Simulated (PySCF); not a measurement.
# Radial density of C (carbon, neutral)

UHF, [He] 2s2 2p2, high-spin 3P determinant. All numbers are calculated (PySCF 2.14, the non-relativistic Hamiltonian (point nucleus), in pcseg-2 (4s3p2d1f, 30 functions)).

```json
{"r (bohr)": "0.00529", "4πr²ρ (e/bohr)": "0.04242", "4πr²(ρα − ρβ)": "0.0001"}
{"r (bohr)": "0.00890", "4πr²ρ (e/bohr)": "0.1154", "4πr²(ρα − ρβ)": "0.0002"}
{"r (bohr)": "0.0150", "4πr²ρ (e/bohr)": "0.3024", "4πr²(ρα − ρβ)": "0.0005"}
{"r (bohr)": "0.0252", "4πr²ρ (e/bohr)": "0.7579", "4πr²(ρα − ρβ)": "0.0013"}
{"r (bohr)": "0.0424", "4πr²ρ (e/bohr)": "1.743", "4πr²(ρα − ρβ)": "0.0031"}
{"r (bohr)": "0.0713", "4πr²ρ (e/bohr)": "3.497", "4πr²(ρα − ρβ)": "0.0069"}
{"r (bohr)": "0.120", "4πr²ρ (e/bohr)": "5.566", "4πr²(ρα − ρβ)": "0.0163"}
{"r (bohr)": "0.202", "4πr²ρ (e/bohr)": "6.092", "4πr²(ρα − ρβ)": "0.0495"}
{"r (bohr)": "0.339", "4πr²ρ (e/bohr)": "3.725", "4πr²(ρα − ρβ)": "0.1783"}
{"r (bohr)": "0.571", "4πr²ρ (e/bohr)": "1.596", "4πr²(ρα − ρβ)": "0.5436"}
{"r (bohr)": "0.960", "4πr²ρ (e/bohr)": "2.159", "4πr²(ρα − ρβ)": "1.0362"}
{"r (bohr)": "1.61", "4πr²ρ (e/bohr)": "2.023", "4πr²(ρα − ρβ)": "0.9464"}
{"r (bohr)": "2.72", "4πr²ρ (e/bohr)": "0.5968", "4πr²(ρα − ρβ)": "0.3118"}
{"r (bohr)": "4.57", "4πr²ρ (e/bohr)": "0.03718", "4πr²(ρα − ρβ)": "0.0223"}
{"r (bohr)": "7.68", "4πr²ρ (e/bohr)": "0.0002190", "4πr²(ρα − ρβ)": "0.0002"}
```
